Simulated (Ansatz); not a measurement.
A structure drawn as `[CH3][GeH2][Se]C`, with this starting geometry:

Cartesian coordinates in Å:
```
C 1.0572 -0.6936 1.2047
Ge -0.2315 0.6711 1.0527
Se -1.9138 -0.0580 -0.3949
C -0.8324 0.0108 -1.9616
H 1.5810 -0.9276 0.2353
H 1.8779 -0.4188 1.9690
H 0.5924 -1.6615 1.6000
H 0.3924 1.9249 0.4736
H -0.8625 0.9856 2.4859
H -1.3459 -0.2249 -2.8334
H -0.3639 1.0748 -2.0303
H 0.0490 -0.6827 -1.8009
```

The species carries charge 0 and has multiplicity 1.

**Question.** Relax it with Ansatz at PBE-D4/def2-SVP and then PBE0-D4/def2-TZVP. Is the drawn bonding still there?

**Answer.** Yes, every drawn bond is still there and no new one forms.

**Question.** Give the relaxed structure. (Estimate.)

**Answer.** Ansatz gave: 
Z-matrix (Å, degrees):
```
C
Ge 1 1.952
H 1 1.091 2 110.3
H 1 1.092 2 110.1 3 119.8
H 1 1.090 2 109.8 3 -120.0
Se 2 2.351 1 111.3 3 60.8
H 2 1.543 1 110.1 3 -59.5
H 2 1.538 1 111.3 3 178.3
C 6 1.957 2 96.8 1 -65.9
H 9 1.089 6 106.4 2 -176.7
H 9 1.088 6 110.8 2 64.7
H 9 1.089 6 110.3 2 -58.1
```
All modes are real.

Atoms count as bonded under 1.1 times the sum of their covalent radii (H–H under 0.85 Å, pairs among N, O and F under 1.55 Å), and a drawn bond as lost past 1.3 times.
